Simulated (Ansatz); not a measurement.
CH5ClFGeN (`[CH3][Ge]([NH2])([F])[Cl]`), relaxed with RKS PBE-D4/def2-SVP in Ansatz from a rough embedded geometry. The force threshold is 0.03 eV/Å; the program also tests the step.

Total charge 0; spin multiplicity 1.

Start:

```xyz
10

C     0.267    0.636   -1.311
Ge   -0.512   -0.352    0.133
N     0.228    0.268    1.693
F    -2.267   -0.100    0.223
Cl   -0.135   -2.471   -0.067
H     1.378    0.407   -1.374
H     0.075    1.677   -1.234
H    -0.174    0.202   -2.276
H    -0.133   -0.316    2.512
H     1.273    0.048    1.700
```

| step | energy (eV) | largest force (eV/Å) | largest move (Å) |
| --- | --- | --- | --- |
| 1 | -74334.5850 | 2.644 | 0.000 |
| 2 | -74334.7775 | 0.722 | 0.104 |
| 3 | -74334.8064 | 0.254 | 0.046 |
| 4 | -74334.8114 | 0.138 | 0.019 |
| 5 | -74334.8142 | 0.078 | 0.028 |
| 6 | -74334.8148 | 0.038 | 0.013 |
| 7 | -74334.8150 | 0.011 | 0.012 |

End:

```xyz
10

C     0.274    0.599   -1.383
Ge   -0.420   -0.368    0.148
N     0.240    0.224    1.749
F    -2.153   -0.135    0.283
Cl   -0.186   -2.521   -0.174
H     1.364    0.426   -1.474
H     0.080    1.680   -1.250
H    -0.225    0.237   -2.301
H    -0.226   -0.216    2.552
H     1.251    0.073    1.850
```

Hardware: 4 threads of a server CPU on a shared host. Wall time 20 s, peak host memory 0.2 GiB.
